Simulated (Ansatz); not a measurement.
`CBOC` + dimethylamine → `CBN(C)C` + CH₃OH at 700 K and 1 bar (ligand exchange at a B–O bond).

Program: Ansatz. Geometries: PBE0-D4/def2-TZVP. ΔE: electronic, gas phase. CCSD(T)/CBS adds triple-zeta CCSD(T) − MP2 to the extrapolated MP2 energy (def2 sets, frozen cores). This one scheme is used for every species. One conformer a species, not always the lowest.

```csv
species,CCSD(T)/CBS energy (Eh),H − E (kJ/mol),S (J/(mol·K))
`CBOC`,-180.32625,309.3,410.5
`CNC`,-135.00321,296.9,352.4
`CBN(C)C`,-199.71235,436.6,470.7
CH₃OH,-115.61712,170.8,288.5
```

H − E and S are ideal-gas, rigid-rotor, harmonic terms from PBE0-D4/def2-TZVP, for one conformer and one mirror image of each species. 1 Eh = 2625.50 kJ/mol, R = 8.31446 J/(mol·K).

Task: By hand: ΔE, ΔH, ΔS and ΔG.

Result: ΔE = (-199.71235) + (-115.61712) − (-180.32625) − (-135.00321) = -0.00001 Eh = 0.0 kJ/mol. Δ(H − E) = 436.6 + 170.8 − 309.3 − 296.9 = 1.2, so ΔH = 1.2 kJ/mol. ΔS = 470.7 + 288.5 − 410.5 − 352.4 = -3.7 J/(mol·K). ΔG = 1.2 − 700 × (-3.7)/1000 = 3.8 kJ/mol.

Task: By hand: the equilibrium constant, and the temperature at which ΔG would vanish if ΔH and ΔS stayed fixed.

Result: log₁₀ K = −ΔG/(RT ln 10) = -0.3. ΔH and −TΔS have one sign here, so there is no such temperature. One of them is within its doubt of zero, so this could turn.

TΔS isn't small against ΔH here. The sign of ΔG lies within the doubt. A doubt of 5 kJ/mol in ΔE shifts log₁₀ K by 0.4 here. Other conformers and mirror images would add mixing entropy, several J/(mol·K) or more a flexible species. These are equilibria of isolated gas molecules and say nothing of rates. Largest T1 diagnostic: 0.012 (customary marks: 0.02 for closed shells, 0.045 for open ones).
